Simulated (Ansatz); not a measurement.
Consider the substitution at a C–Si bond: `C[SiH2][SiH]1C=N1` + `COB(O)O` → `COB(O)OC` + `[SiH3][SiH]1C=N1`.

Gas-phase electronic energies from Ansatz, PBE0-D4/def2-TZVP geometries. CCSD(T)/CBS adds triple-zeta CCSD(T) − MP2 to the extrapolated MP2 energy (def2 sets, frozen cores). Each species was taken in one conformer, which may not be the lowest.

| species | CCSD(T)/CBS(def2) energy (Eh) |
| --- | --- |
| `C[SiH2][SiH]1C=N1` | -713.12366 |
| `COB(O)O` | -291.53393 |
| `COB(O)OC` | -330.77331 |
| `[SiH3][SiH]1C=N1` | -673.84732 |

(1) Work out ΔE.

Largest T1 diagnostic among the species: 0.017.

Results:

(1) ΔE = (-330.77331) + (-673.84732) − (-713.12366) − (-291.53393) = 0.03696 Eh = +97.0 kJ/mol.

In def2-TZVPP, CCSD(T) changes the Hartree–Fock value by +11.5 kJ/mol (the triples alone add +0.9 kJ/mol) and MP2 by +19.4 kJ/mol.
